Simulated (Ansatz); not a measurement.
I3In (SMILES [I][In]([I])[I]), singlet, at a GFN2-xTB geometry (such geometries of metal compounds can be far from the true shape) (core potentials on I, In); B3LYP5/def2-SVP (Ansatz, a quantum-chemistry and plane-wave program).

Input for Ansatz:
Ansatz 0.2 input:
```yaml
crystal:
  periodic: [false, false, false]
  atoms:
    - {symbol: In, position_ang: [-0.00000000, -0.00000000, 0.00000000]}
    - {symbol: I, position_ang: [2.54499834, -0.41292967, -0.80803752]}
    - {symbol: I, position_ang: [-0.93309036, -1.23964966, 2.21202695]}
    - {symbol: I, position_ang: [-1.61190798, 1.65257933, -1.40398942]}
basis:
  gaussian:
    orbitals: def2-SVP
hamiltonian:
  xc: b3lyp5
```

Write the output that Ansatz gives for this input, abridged.


```
Functional definition: B3LYP5
1341 factors; integrals over basis functions are off by at most 2.4e-4 eV
mean field evaluation 1: about -29479.3686 eV, gradient 1.7e1 eV
mean field evaluation 2: about -29478.0117 eV, gradient 2.7e1 eV
mean field evaluation 4: about -29480.3152 eV, gradient 5.9e-1 eV
mean field evaluation 8: about -29480.3491 eV, gradient 2.8e-2 eV
mean field -29480.34909584 eV, -1083.3828467736 hartree, gradient 1.4e-5 eV, S^2 0.000000; 0 other end points of the search recorded, 0 dependent functions left out
reference -29480.34934652 eV, -1083.3828559859 hartree; 48, 48 occupied and 56, 56 virtual orbitals, 1341 factors
Total energy: -29480.34934652 eV, -1083.3828559859 hartree
```
